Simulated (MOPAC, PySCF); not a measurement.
C2H7B, SMILES `BCC` (H–B–C–C torsion 3°), neutral singlet in the gas phase. 

Cartesian coordinates (Å):
```xyz
10

B      1.4567    -0.1613    -0.0516
C     -0.0438    -0.5492     0.0470
C     -1.0822     0.5750     0.0093
H      1.8096     0.9716    -0.1992
H      2.2934    -1.0120     0.0118
H     -0.2260    -1.2733    -0.7635
H     -0.1681    -1.1681     0.9482
H     -0.9975     1.1548    -0.9120
H     -0.9381     1.2683     0.8405
H     -2.1039     0.1942     0.0694
```
Charge 0, spin multiplicity 1.

All levels are single points at this geometry (B3LYP-D3(BJ)/def2-TZVP); Pople sets use spherical d functions. Orbital energies aren't observables, and empty levels follow the basis.

```csv
level,HOMO (eV),LUMO (eV),gap (eV),dipole (D),"vertical IE, Delta-SCF (eV)"
B3LYP-D3(BJ)/def2-TZVP in PySCF,-8.62,-1.51,7.11,0.67,11.16
B3LYP/3-21G in PySCF,-8.49,-1.20,7.29,0.70,–
B3LYP/6-311+G** in PySCF,-8.64,-1.54,7.10,0.64,–
B3LYP/6-31G* in PySCF,-8.41,-1.06,7.35,0.67,11.06
BP86/6-31G* in PySCF,-7.31,-1.98,5.33,0.77,–
M06-2X/6-31G* in PySCF,-9.96,0.11,10.07,0.60,–
PBE/6-31G* in PySCF,-7.19,-1.91,5.28,0.77,–
HF/3-21G in PySCF,-12.18,2.82,15.00,0.52,–
HF/6-31G* in PySCF,-12.19,3.04,15.22,0.49,10.73
HF/STO-3G in PySCF,-11.09,6.99,18.08,0.36,–
AM1 in MOPAC,-11.07,1.68,12.75,0.54,–
PM6 in MOPAC,-10.81,0.18,10.99,0.57,–
PM7 in MOPAC,-11.01,-0.27,10.74,0.40,–
```
